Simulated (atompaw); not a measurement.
Ranking PAW (atompaw) potentials for Cl

All share these settings but for the change named:

```
Element                 : chlorine (Cl)
Generator               : atompaw 4.2.0.5
Type                    : PAW
Functional              : PBE
Relativity              : scalar-relativistic
Frozen core             : [Ne]
Valence charge          : 7
Reference configuration : 3s1 3p6
Partial waves           : 3s (bound): rc 1.50 bohr; 3s channel at -0.9 Ry: rc 1.50 bohr; 3p (bound): rc 1.50 bohr; 3p channel at 0.6 Ry: rc 1.45 bohr; 3d channel at 0.45 Ry: rc 1.50 bohr; 3d channel at 1.45 Ry: rc 1.50 bohr
Local potential         : ultrasoft scheme with l = 3 at 1 Ry, radius 1.45 bohr
Core correction         : smooth core density matched at 1.30 bohr
Augmentation charge     : gaussian compensation charge, radius 1.20 bohr; PAW radius 1.50 bohr; waves and projectors: custom polynom vanderbiltortho
```

Cutoff: the first of the cutoffs (Ry, on a coarse ladder) from which the occupation-weighted sum of valence levels, in a spherical-Bessel basis at the reference potential, stays within 10 and 1 mRy of its value at 400 Ry; the density cutoff is not measured.

The base gives 18 Ry.

Of 7 variants that were run, those that failed, showed a ghost or another fault, or gave nearly equal values are left out.

A variant can come out equal or close to the base.

(1) Rank these variants from softest to hardest (loose cutoff).
A. all radii scaled by about 0.93 (s 1.40, p 1.40, d 1.40 bohr); local potential ultrasoft scheme with l = 3 at 1 Ry, radius 1.34 bohr; augmentation gaussian compensation charge, radius 1.12 bohr; PAW radius 1.40 bohr; waves and projectors: custom polynom vanderbiltortho; core correction smooth core density matched at 1.20 bohr
B. all radii scaled by about 1.25 (s 1.88, p 1.88, d 1.88 bohr); local potential ultrasoft scheme with l = 3 at 1 Ry, radius 1.82 bohr; augmentation gaussian compensation charge, radius 1.50 bohr; PAW radius 1.88 bohr; waves and projectors: custom polynom vanderbiltortho; core correction smooth core density matched at 1.62 bohr
C. all radii scaled by about 1.09 (s 1.64, p 1.64, d 1.64 bohr); local potential ultrasoft scheme with l = 3 at 1 Ry, radius 1.58 bohr; augmentation gaussian compensation charge, radius 1.30 bohr; PAW radius 1.64 bohr; waves and projectors: custom polynom vanderbiltortho; core correction smooth core density matched at 1.42 bohr

Answers

(1) B (15 Ry), C (18 Ry), A (25 Ry).
